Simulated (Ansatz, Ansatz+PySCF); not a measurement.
```json
{"atom": "S", "x (Å)": "0.0000", "y (Å)": "0.0000", "z (Å)": "0.0000"}
{"atom": "S", "x (Å)": "0.0000", "y (Å)": "0.0000", "z (Å)": "2.2000"}
```

Basis set: def2-SVP (spherical functions). Correlated methods keep 10 orbitals frozen. Correlation on ROHF uses semicanonical orbitals with singles. Charge 0, multiplicity 3.

Computed with Ansatz (development build ahead of 0.2.0); each method stands on the lowest determinant of its kind that the runs found.

Task: Give the atomization energy at this shape (free ground-state atoms in the same class of orbitals less the molecule, no zero-point energy) of triplet S₂ by ROHF-MP2, ROHF.

Result:

```csv
method,atomization energy
ROHF-MP2,227.0 kJ/mol
ROHF,95.2 kJ/mol
```

Caution for ROHF-MP2: bonds are stretched, where a single reference can fail.
